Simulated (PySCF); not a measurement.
Gas-phase reaction: SiI4 + Cl + H ⇌ SiHI3 + ICl. Level: ωB97X-V/def2-TZVP†; standard pressure 1 bar.

Computed with PySCF and rigid-rotor harmonic-oscillator thermochemistry at 1 bar. † marks an energy on the PBE0/def2-TZVP geometry and frequencies. Open shells (unrestricted): Cl (multiplicity 2, electronic degeneracy 6), H (multiplicity 2); the rest are closed-shell singlets. Spin-orbit splitting is ignored; it lowers the true energy and changes the entropy of Cl. I: scalar-relativistic def2 core potential, no spin-orbit coupling. The harmonic model lacks anharmonicity and excited electronic states, which grow with temperature; levels with a mode under 35 cm⁻¹ are left out. Soft modes under 120 cm⁻¹ make the harmonic entropy rough for SiI4, SiHI3.

| T (K) | 1000/T (1/K) | log10 K |
|---|---|---|
| 1000 | 1.0000 | 10.36 |
| 1200 | 0.8333 | 7.80 |
| 1400 | 0.7143 | ? |
| 1600 | 0.6250 | 4.58 |
| 1800 | 0.5556 | 3.50 |
| 2000 | 0.5000 | 2.63 |

Question: Fit log10 K = a + b·(1000/T) to the five rows, get the mean ΔH° and ΔS°, and predict log10 K at 1400 K.

Answer: Means: 1000/T = 0.7028, log10 K = 5.774. Sums of products about the means: Sxy = 2.69258, Sxx = 0.174207, so b = Sxy/Sxx = 15.46 and a = 5.774 − (15.46)×0.7028 = -5.09.
ΔH° = −R ln 10 × 1000 K × b = −19.145 × (15.46) = -296 kJ; ΔS° = R ln 10 × a = -97 J/K. The run's own values go from -293 kJ and -94 J/K at 1000 K to -300 kJ and -100 J/K at 2000 K.
Prediction at 1400 K: -5.09 + (15.46)×0.7143 = 5.95. The computed value is 5.97, 0.02 from the line.
For scale, ΔH°(298 K) is -282 kJ at this level, -284 kJ at ωB97M-V/def2-TZVP†, and runs from -413 to -173 kJ over the 17 levels computed.
